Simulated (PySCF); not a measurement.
# Field gradients at the hydrogen positions

Compound: C₈H₁₈AlN.
Geometry (PBE0-D3(BJ)/def2-SVP, Å), atoms numbered from 1 in this order:
```
atom  x, y, z in Å
C1    -1.2079   -0.6925   -1.7364
N2    -0.9991   -0.2422   -0.3555
C3    -1.3998   -1.3019    0.5732
Al4   -2.1150    1.4883   -0.0444
C5    -0.5323    2.5732   -0.6065
C6     0.5999    1.5690   -0.8673
C7     0.3917    0.2571   -0.1035
C8     1.4783   -0.7541   -0.3705
C9     1.8877   -1.7681    0.6616
C10    2.7838   -0.6097    0.3555
H11   -0.9555    0.1081   -2.4429
H12   -0.6003   -1.5837   -1.9656
H13   -2.2688   -0.9397   -1.8741
H14   -2.4726   -1.5063    0.4460
H15   -0.8361   -2.2314    0.3926
H16   -1.2368   -0.9673    1.6061
H17   -2.3819    1.4110    1.5434
H18   -3.3950    1.2850   -0.9969
H19   -0.6902    3.2185   -1.4848
H20   -0.2532    3.2486    0.2207
H21    1.5942    1.9528   -0.5836
H22    0.6827    1.3386   -1.9435
H23    0.4036    0.4956    0.9762
H24    1.5623   -1.0679   -1.4165
H25    1.3647   -1.7619    1.6215
H26    2.1820   -2.7640    0.3204
H27    3.7067   -0.7895   -0.2007
H28    2.8604    0.1864    1.1021
```

Level: PBE0/pcSseg-1 (PySCF, non-relativistic); Q(2H) = 0.00286 b; rigid geometry, the same for H and D, with no vibrational averaging.

Question: Rank these positions by the coupling χzz of a deuteron there, largest first.
A. H15 (methyl hydrogen)
B. H17 (Al–H hydrogen)
C. H11 (methyl hydrogen)
D. H26 (methylene hydrogen)
E. H23 (methine hydrogen)
F. H24 (methine hydrogen)

Answer: D (206 kHz), F (201 kHz), C (194 kHz), A (189 kHz), E (181 kHz), B (69 kHz).

Q: Give the electric field gradient Vzz (the principal value of largest size), its asymmetry and the 2H coupling at each hydrogen.

A: 
```csv
atom,bonded to,bond length (Å),Vzz (au),η,χzz (kHz)
H11,C1,1.097,0.2893,0.07,194
H12,C1,1.103,0.2820,0.06,189
H13,C1,1.098,0.2867,0.07,193
H14,C3,1.099,0.2856,0.07,192
H15,C3,1.102,0.2818,0.07,189
H16,C3,1.098,0.2874,0.08,193
H17,Al4,1.612,0.1021,0.07,69
H18,Al4,1.608,0.1035,0.07,70
H19,C5,1.101,0.3025,0.09,203
H20,C5,1.104,0.2971,0.08,200
H21,C6,1.103,0.2871,0.02,193
H22,C6,1.104,0.2855,0.02,192
H23,C7,1.106,0.2688,0.06,181
H24,C8,1.095,0.2997,0.10,201
H25,C9,1.093,0.3053,0.07,205
H26,C9,1.093,0.3064,0.07,206
H27,C10,1.092,0.3071,0.07,206
H28,C10,1.094,0.3034,0.08,204
```

Q: Average by the element that carries the hydrogen.

A: on C: 196 kHz over 16 positions, mean bond length 1.099 Å; on Al: 69 kHz over 2 positions, mean bond length 1.610 Å.

Q: How does χzz go with the bond length over the 16 C–H bonds?

A: A straight-line fit has a slope of -13.0 kHz for each 0.01 Å, with a correlation coefficient of -0.77, over lengths from 1.092 to 1.106 Å.

Q: A static deuteron (I = 1) shows a doublet split by (3/2)χ, (3/4)χ(1 + η) and (3/4)χ(1 − η) with the field along z, y and x of the gradient. What are these for H15?

A: With |χ| = 189.4 kHz and η = 0.065: 284, 151 and 133 kHz, to first order and without motion.

Isolated species at its PBE0-D3(BJ)/def2-SVP geometry (one conformer only). With so small a basis the couplings can be 20 % off.

These values come from a run that also computed NMR shieldings. The run took 88 s of wall time on one thread, Arm Neoverse V1 (aarch64), shared host with 32 logical CPUs at a one-minute load of 30, and the process peaked at 1.3 GiB of memory.
